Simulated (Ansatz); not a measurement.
Basis-set series for BClH3PSSe, SMILES `SP([SeH])BCl`. The species carries charge 0 and has multiplicity 1. The geometry is a stationary point of PBE0-D4/def2-TZVP. It is one conformer, not always the lowest.

```csv
functional,basis,functions,energy (Eh),HOMO (eV),LUMO (eV)
PBE0-D4,def2-SVP,115,-3626.59806,-6.97,-2.25
PBE0-D4,def2-TZVPP,247,-3627.33816,-7.08,-2.38
ωB97M-V,def2-SVP,115,-3627.11252,-8.97,-0.23
ωB97M-V,def2-TZVPP,247,-3627.84974,-9.10,-0.44
```

Q: Give the rows for def2-QZVPP. (Estimate.)

A: Computed: 
```json
{"functional": "PBE0-D4", "basis": "def2-QZVPP", "functions": "446", "energy (Eh)": "-3627.42643", "HOMO (eV)": "-7.10", "LUMO (eV)": "-2.43"}
{"functional": "ωB97M-V", "basis": "def2-QZVPP", "functions": "446", "energy (Eh)": "-3627.93454", "HOMO (eV)": "-9.13", "LUMO (eV)": "-0.52"}
```

Scalar relativity is left out up to krypton.
